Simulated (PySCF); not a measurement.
PySCF input (BP86/6-31G* (5d)):

```python
from pyscf import gto, dft

mol = gto.M(
    atom='''
    N     0.53327400    1.53199500   -1.18050400
    Si    0.09941500    0.13073900   -0.47653400
    N     1.45401600   -0.99162700   -0.54197700
    N    -1.39254100   -0.67725300   -0.94599700
    Cl   -0.36231000    0.08124200    1.72455300
    H    -0.20489400    2.21120600   -1.32460800
    H     1.56848900   -1.55183500    0.29232900
    H     2.31131000   -0.47649600   -0.70288100
    H    -1.69755200   -1.42057800   -0.33142400
    H    -1.37313800   -1.01554700   -1.89999200
    ''',
    basis='6-31g*',
    charge=-1,
    spin=0,
    verbose=4,
)

mf = dft.RKS(mol, xc='bp86')
mf.grids.level = 3
mf.conv_tol = 1e-9
mf.max_cycle = 100
mf.max_memory = 1500
mf.kernel()
if not mf.converged:
    mf = mf.newton()
    mf.kernel(mf.make_rdm1())
mf.dip_moment()
```

From the output:

```
number of NR pGTOs = 203
number of NR cGTOs = 88
basis = 6-31g*
ecp = {}

******** <class 'pyscf.dft.rks.RKS'> ********
method = RKS
initial guess = minao
damping factor = 0
level_shift factor = 0
DIIS = <class 'pyscf.scf.diis.CDIIS'>
diis_start_cycle = 1
diis_space = 8
diis_damp = 0
SCF conv_tol = 1e-09
SCF conv_tol_grad = None
SCF max_cycles = 100
direct_scf = True
direct_scf_tol = 1e-13
XC library pyscf.dft.libxc version 7.1.2
    S. Lehtola, C. Steigemann, M. J. T. Oliveira, and M. A. L. Marques,  SoftwareX 7, 1–5 (2018)
XC functionals = bp86
    A. D. Becke,  Phys. Rev. A 38, 3098 (1988)
    J. P. Perdew,  Phys. Rev. B 33, 8822 (1986)
    J. P. Perdew,  Phys. Rev. B 34, 7406–7406 (1986)
radial grids:
    Treutler-Ahlrichs [JCP 102, 346 (1995); DOI:10.1063/1.469408] (M4) radial grids

becke partition: Becke, JCP 88, 2547 (1988); DOI:10.1063/1.454033
pruning grids: <function nwchem_prune>
grids dens level: 3
symmetrized grids: False
atomic radii adjust function: <function treutler_atomic_radii_adjust>
small_rho_cutoff = 0
Set gradient conv threshold to 3.16228e-05
Initial guess from minao.
tot grids = 128808
init E= -917.319058294187
  HOMO = -0.305336383390947  LUMO = -0.037263184945437  gap/eV = 7.29464
cycle= 1 E= -916.861406898557  delta_E= 0.458  |g|= 1.02  |ddm|= 2.97
  HOMO = 0.198652567622043  LUMO = 0.252475472649585  gap/eV = 1.46460
cycle= 2 E= -915.804396899642  delta_E= 1.06  |g|= 2.12  |ddm|=    5
  HOMO = 0.0182726464480489  LUMO = 0.211623409090272  gap/eV = 5.26134
cycle= 3 E= -917.025985227871  delta_E= -1.22  |g|= 0.563  |ddm|= 4.56
  HOMO = 0.0224039643211418  LUMO = 0.200654866482045  gap/eV = 4.85045
cycle= 4 E= -917.109819131175  delta_E= -0.0838  |g|= 0.0979  |ddm|= 0.703
  HOMO = 0.0274938515670367  LUMO = 0.19964829259845  gap/eV = 4.68456
cycle= 5 E= -917.110949829131  delta_E= -0.00113  |g|= 0.0613  |ddm|= 0.175
  HOMO = 0.0293568104921214  LUMO = 0.200399000526751  gap/eV = 4.65430
cycle= 6 E= -917.112019495085  delta_E= -0.00107  |g|= 0.0126  |ddm|= 0.0905
  HOMO = 0.028208666674522  LUMO = 0.200738379189577  gap/eV = 4.69477
cycle= 7 E= -917.112067252346  delta_E= -4.78e-05  |g|= 0.00331  |ddm|= 0.021
  HOMO = 0.0277169912167765  LUMO = 0.200566138418466  gap/eV = 4.70346
cycle= 8 E= -917.112070198689  delta_E= -2.95e-06  |g|= 0.000914  |ddm|= 0.00493
  HOMO = 0.0277024701349231  LUMO = 0.200571800904155  gap/eV = 4.70401
cycle= 9 E= -917.112070347801  delta_E= -1.49e-07  |g|= 0.000294  |ddm|= 0.000962
  HOMO = 0.0276920536089076  LUMO = 0.200561546666865  gap/eV = 4.70402
cycle= 10 E= -917.112070358203  delta_E= -1.04e-08  |g|= 0.000202  |ddm|= 0.000398
  HOMO = 0.0276767987852935  LUMO = 0.200560921309318  gap/eV = 4.70442
cycle= 11 E= -917.112070368104  delta_E= -9.9e-09  |g|= 3.42e-05  |ddm|= 0.000245
  HOMO = 0.0276782474031285  LUMO = 0.200562739150997  gap/eV = 4.70443
cycle= 12 E= -917.112070368379  delta_E= -2.75e-10  |g|= 3.29e-06  |ddm|= 3.41e-05
  HOMO = 0.0276790675251388  LUMO = 0.200562900377681  gap/eV = 4.70441
Extra cycle  E= -917.112070368375  delta_E= 3.41e-12  |g|= 6.25e-06  |ddm|= 1.08e-05
converged SCF energy = -917.112070368375

WARN: System has nonzero charge -1; the dipole moment is origin-dependent.
Location of origin: [0. 0. 0.]

Dipole moment(X, Y, Z, Debye): -0.60740, -3.37596,  0.42192
```

The dipole moment of an ion depends on the origin.

The geometry given is a B3LYP-D3(BJ)/def2-TZVP minimum.
